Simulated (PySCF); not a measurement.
Steps of a relaxation of [YbO(OH)2]−

[YbO(OH)2]− (singlet in the valence; each metal's 4f electrons, 13 of them, lie in its core potential, out of spins and levels). PySCF 2.14.0, RKS PBE0, Yb lcecp-1-SVP with ECP59, O def2-SVP, H def2-SVP; non-relativistic Hamiltonian with scalar-relativistic core potentials where named; density fitting; no spin-orbit coupling. Origin of the start: template. Columns: position (Å) and force (eV/Å). Energies are counted from the last step; some of the 20 steps are shown. Forces carry noise of the integration grid, about 0.01 to 0.03 eV/Å.

Run from Python with OMP_NUM_THREADS=2. Where DIIS fails, smearing, a level shift and second-order steps follow.
It took 52 s on 2 threads of Arm Neoverse V1, on a shared host, from the converged density of the start.

```xyz
6
step 0  E = 0.380 eV
Yb    0.0375    0.0000   -0.0032    -4.07    0.00   -0.30
O     1.8117    0.0000   -0.0032     4.11    0.00    0.09
O    -1.0174    1.8271   -0.0032    -0.37    0.52    0.45
H    -1.4674    2.6066    0.3468     0.35   -0.37   -0.34
O    -1.0174   -1.8271   -0.0032    -0.37   -0.52    0.45
H    -1.4674   -2.6066    0.3468     0.35    0.37   -0.34
```

```xyz
6
step 6  E = 0.051 eV
Yb   -0.0946    0.0000   -0.1412     0.39    0.00    0.21
O     1.7870    0.0000    0.0989    -0.29    0.00   -0.10
O    -1.1904    1.7685    0.0782    -0.13    0.70    0.06
H    -1.2159    2.7130    0.2835     0.08   -0.55   -0.11
O    -1.1904   -1.7685    0.0782    -0.13   -0.70    0.06
H    -1.2159   -2.7130    0.2835     0.08    0.55   -0.11
```

```xyz
6
step 13  E = 0.004 eV
Yb   -0.1871    0.0000    0.0726    -0.06    0.00    0.05
O     1.6923    0.0000    0.0324     0.08    0.00   -0.02
O    -1.2316    1.8356    0.1442    -0.04    0.00   -0.02
H    -1.0812    2.7811    0.1439     0.03    0.01    0.01
O    -1.2316   -1.8356    0.1442    -0.04    0.00   -0.02
H    -1.0812   -2.7811    0.1439     0.03   -0.01    0.01
```

Q: Where does the relaxation end?

A: It converges at step 19 in nearly C2v:
```xyz
6
step 19  E = 0
Yb   -0.2290    0.0000    0.1246
O     1.6490    0.0000    0.0184
O    -1.2641    1.8493    0.1522
H    -1.0060    2.7719    0.1169
O    -1.2641   -1.8493    0.1522
H    -1.0060   -2.7719    0.1169
```

Q: How did the contacts change?

A: 
```csv
contact,start (Å),end (Å)
Yb1–O2 (O),1.774,1.881
Yb1–O3 (OH),2.110,2.119
Yb1–O5 (OH),2.110,2.119
```


An lcecp potential fixes the number of 4f electrons, so in runs with it no electron can move into or out of that shell.
